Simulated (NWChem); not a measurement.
Molecule: C2H4BNO; SMILES CBN=C=O

```xyz
9

B     -0.8955     0.4483    -0.7213
H     -1.7383    -0.2370    -1.2295
C     -0.8725     1.9981    -0.9450
H     -0.8205     2.2176    -2.0215
H     -0.0542     2.5199    -0.4399
H     -1.8264     2.4335    -0.6121
N      0.0722    -0.2065     0.0877
C      0.6690    -1.0805     0.6606
O      1.3019    -1.8806     1.2482
```
Atoms are numbered in this order, from 1.

Level: B3LYP/6-31G* (spherical d) (NWChem), optimised geometry, unscaled harmonic frequencies. B3LYP is NWChem's, with the RPA form of VWN correlation.

```json
[
 {"frequency (cm⁻¹)": "57", "IR intensity (km/mol)": "0.9"},
 {"frequency (cm⁻¹)": "76", "IR intensity (km/mol)": "0.7"},
 {"frequency (cm⁻¹)": "123", "IR intensity (km/mol)": "0.1"},
 {"frequency (cm⁻¹)": "365", "IR intensity (km/mol)": "6.2"},
 {"frequency (cm⁻¹)": "563", "IR intensity (km/mol)": "24.4"},
 {"frequency (cm⁻¹)": "617", "IR intensity (km/mol)": "17.4"},
 {"frequency (cm⁻¹)": "657", "IR intensity (km/mol)": "11.6"},
 {"frequency (cm⁻¹)": "718", "IR intensity (km/mol)": "4.3"},
 {"frequency (cm⁻¹)": "961", "IR intensity (km/mol)": "38.9"},
 {"frequency (cm⁻¹)": "975", "IR intensity (km/mol)": "55.0"},
 {"frequency (cm⁻¹)": "1033", "IR intensity (km/mol)": "27.7"},
 {"frequency (cm⁻¹)": "1215", "IR intensity (km/mol)": "214.7"},
 {"frequency (cm⁻¹)": "1371", "IR intensity (km/mol)": "80.8"},
 {"frequency (cm⁻¹)": "1489", "IR intensity (km/mol)": "6.5"},
 {"frequency (cm⁻¹)": "1493", "IR intensity (km/mol)": "3.5"},
 {"frequency (cm⁻¹)": "1588", "IR intensity (km/mol)": "105.9"},
 {"frequency (cm⁻¹)": "2421", "IR intensity (km/mol)": "1424.3"},
 {"frequency (cm⁻¹)": "2628", "IR intensity (km/mol)": "137.5"},
 {"frequency (cm⁻¹)": "3028", "IR intensity (km/mol)": "1.0"},
 {"frequency (cm⁻¹)": "3073", "IR intensity (km/mol)": "9.2"},
 {"frequency (cm⁻¹)": "3133", "IR intensity (km/mol)": "19.5"}
]
```

The zero-point energy is 39.4 kcal/mol and the thermal correction to the enthalpy at 298.15 K (with zero-point energy) is 43.9 kcal/mol. The heat capacity Cv is 18.9 cal/(mol K), the entropy at 298.15 K and 1 atm (symmetry number 1) comes out as 78.2 cal/(mol K) and the dipole moment is 1.76 D.

Rigid rotor and harmonic oscillator; modes under 100 cm⁻¹ make the entropy uncertain.
